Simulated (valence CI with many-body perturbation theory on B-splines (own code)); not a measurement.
**I XLIX: calculated level list**

Calculated by valence CI with perturbative core correlation (CI+MBPT): three valence electrons over a frozen Dirac-Fock core [He], a basis of 11 s, 11 p, 10 d, 8 f, 5 g, 2 h functions for each j, with the one-electron correlation potential Σ1, the two-electron term Σ2, the three-electron term Σ3, Breit, model QED; selected CI, second order for the rest, scaled by the run's own slope (own B-spline code, finite nucleus).

No measured spectrum was set against this ion. As an estimate, large intervals hold to a few tenths of a per cent, small ones and those within an open d or f shell to about a per cent.

Levels 1 to 45 of 169, with energies above the lowest level, (2s^2 2p1/2) J=1/2. "Leading %" is the weight of the configuration and term that name the level; weights of strongly mixed levels are sums over their largest components and can fall short. In the jj column 3d3/2^4 stands for four electrons in 3d with j = 3/2. Lifetimes count E1, E2, E3, M1 and M2 decay at the calculated energies, and are blank where another channel may lead or the interval is too uncertain; long ones can be off by a factor of two.

| No. | Configuration | Term | J | E (eV) | Leading % | Leading jj | g | Lifetime |
| --- | --- | --- | --- | --- | --- | --- | --- | --- |
| 1 | 2s²2p | ²P° | 1/2 | 0.0 | 100 | 2s^2 2p1/2 (100 %) | 0.642 |  |
| 2 | 2s2p² | ⁴P | 1/2 | 158.8 | 59 | 2s 2p1/2^2 (98 %) | 2.186 | 113 ps |
| 3 | 2s²2p | ²P° | 3/2 | 330.1 | 98 | 2s^2 2p3/2 (98 %) | 1.316 | 1.97 ns |
| 4 | 2s2p² | ⁴P | 3/2 | 440.9 | 92 | 2s 2p1/2 2p3/2 (99 %) | 1.658 | 314 ps |
| 5 | 2s2p² | ²D | 5/2 | 472.0 | 56 | 2s 2p1/2 2p3/2 (99 %) | 1.355 | 255 ps |
| 6 | 2s2p² | ²D | 3/2 | 521.1 | 67 | 2s 2p1/2 2p3/2 (99 %) | 0.963 | 1.66 ps |
| 7 | 2s2p² | ²P | 1/2 | 521.6 | 71 | 2s 2p1/2 2p3/2 (97 %) | 1.212 | 1.30 ps |
| 8 | 2p³ | ²P° | 3/2 | 691.5 | 45 | 2p1/2^2 2p3/2 (98 %) | 1.362 | 1.97 ps |
| 9 | 2s2p² | ⁴P | 5/2 | 789.2 | 56 | 2s 2p3/2^2 (99 %) | 1.407 | 7.65 ps |
| 10 | 2s2p² | ²S | 1/2 | 861.3 | 70 | 2s 2p3/2^2 (99 %) | 1.879 | 1.58 ps |
| 11 | 2s2p² | ²P | 3/2 | 862.4 | 65 | 2s 2p3/2^2 (99 %) | 1.192 | 927 fs |
| 12 | 2p³ | ⁴S° | 3/2 | 990.7 | 54 | 2p1/2 2p3/2^2 (100 %) | 1.437 | 1.03 ps |
| 13 | 2p³ | ²D° | 5/2 | 1010.1 | 100 | 2p1/2 2p3/2^2 (100 %) | 1.181 | 1.19 ps |
| 14 | 2p³ | ²P° | 1/2 | 1047.6 | 100 | 2p1/2 2p3/2^2 (100 %) | 0.642 | 885 fs |
| 15 | 2p³ | ²P° | 3/2 | 1352.9 | 54 | 2p3/2^3 (100 %) | 1.284 | 696 fs |
| 16 | 2s²3s | ²S | 1/2 | 4969.7 | 97 | 2s^2 3s (97 %) | 1.993 | 16.2 fs |
| 17 | 2s²3p | ²P° | 1/2 | 5024.8 | 95 | 2s^2 3p1/2 (95 %) | 0.670 | 384 fs |
| 18 | 2s2p3s | ⁴P° | 1/2 | 5077.6 | 86 | 2s 2p1/2 3s (98 %) | 2.390 | 17.9 fs |
| 19 | 2s2p3s | ⁴P° | 3/2 | 5092.9 | 55 | 2s 2p1/2 3s (87 %) | 1.538 | 18.1 fs |
| 20 | 2s2p3s | ²P° | 1/2 | 5115.4 | 94 | 2s 2p1/2 3s (98 %) | 0.739 | 23.1 fs |
| 21 | 2s2p3p | ⁴D | 1/2 | 5124.2 | 72 | 2s 2p1/2 3p1/2 (100 %) | 0.262 | 22.5 fs |
| 22 | 2s²3p | ²P° | 3/2 | 5126.4 | 86 | 2s^2 3p3/2 (86 %) | 1.362 | 77.9 fs |
| 23 | 2s2p3p | ⁴D | 3/2 | 5142.4 | 41 | 2s 2p1/2 3p1/2 (93 %) | 1.108 | 5.19 fs |
| 24 | 2s²3d | ²D | 3/2 | 5166.3 | 92 | 2s^2 3d3/2 (92 %) | 0.817 | 2.99 fs |
| 25 | 2s2p3p | ⁴P | 1/2 | 5170.5 | 50 | 2s 2p1/2 3p1/2 (98 %) | 2.003 | 17.8 fs |
| 26 | 2s²3d | ²D | 5/2 | 5192.4 | 97 | 2s^2 3d5/2 (97 %) | 1.194 | 2.49 fs |
| 27 | 2s2p3p | ⁴P | 3/2 | 5230.1 | 30 | 2s 2p1/2 3p3/2 (100 %) | 1.406 | 19.9 fs |
| 28 | 2s2p3p | ²P | 1/2 | 5242.7 | 30 | 2s 2p1/2 3p3/2 (76 %) | 1.405 | 7.00 fs |
| 29 | 2s2p3p | ⁴D | 5/2 | 5251.3 | 49 | 2s 2p1/2 3p3/2 (97 %) | 1.341 | 135 fs |
| 30 | 2s2p3p | ²D | 3/2 | 5254.3 | 46 | 2s 2p1/2 3p3/2 (98 %) | 1.245 | 8.72 fs |
| 31 | 2s2p3d | ⁴F° | 3/2 | 5262.0 | 73 | 2s 2p1/2 3d3/2 (99 %) | 0.554 | 10.2 fs |
| 32 | 2s2p3d | ⁴F° | 5/2 | 5281.8 | 57 | 2s 2p1/2 3d3/2 (89 %) | 1.037 | 10.7 fs |
| 33 | 2p²3s | ⁴P | 1/2 | 5291.1 | 40 | 2p1/2^2 3s (76 %) | 1.890 | 14.4 fs |
| 34 | 2s2p3d | ⁴D° | 1/2 | 5292.2 | 50 | 2s 2p1/2 3d3/2 (83 %) | 0.434 | 1.46 fs |
| 35 | 2s2p3d | ⁴D° | 3/2 | 5296.3 | 32 | 2s 2p1/2 3d3/2 (92 %) | 1.232 | 1.97 fs |
| 36 | 2s2p3d | ⁴P° | 5/2 | 5299.4 | 38 | 2s 2p1/2 3d5/2 (94 %) | 1.336 | 2.56 fs |
| 37 | 2s2p3d | ⁴F° | 7/2 | 5317.6 | 42 | 2s 2p1/2 3d5/2 (98 %) | 1.243 | 2.73 fs |
| 38 | 2s2p3d | ²D° | 3/2 | 5328.1 | 44 | 2s 2p1/2 3d5/2 (90 %) | 1.060 | 2.70 fs |
| 39 | 2s2p3d | ²F° | 5/2 | 5328.1 | 56 | 2s 2p1/2 3d5/2 (95 %) | 1.049 | 2.71 fs |
| 40 | 2p²3p | ²P° | 1/2 | 5328.6 | 35 | 2p1/2^2 3p1/2 (82 %) | 0.623 | 43.7 fs |
| 41 | 2s2p3s | ⁴P° | 5/2 | 5407.9 | 99 | 2s 2p3/2 3s (99 %) | 1.582 | 25.1 fs |
| 42 | 2s2p3s | ²P° | 3/2 | 5425.3 | 70 | 2s 2p3/2 3s (92 %) | 1.393 | 13.2 fs |
| 43 | 2p²3p | ²P° | 3/2 | 5430.2 | 32 | 2p1/2^2 3p3/2 (88 %) | 1.332 | 9.38 fs |
| 44 | 2p²3d | ²D | 3/2 | 5460.7 | 39 | 2p1/2^2 3d3/2 (98 %) | 0.783 | 13.9 fs |
| 45 | 2s2p3p | ⁴P | 3/2 | 5468.3 | 47 | 2s 2p3/2 3p1/2 (100 %) | 1.633 | 25.2 fs |

The ionisation energy to 2s² ¹S0 of the next ion comes out as 8861.8 eV (NIST: 8867 ± 4 eV (theoretical)). All 169 levels together are meant to be complete up to 7204.4 eV.
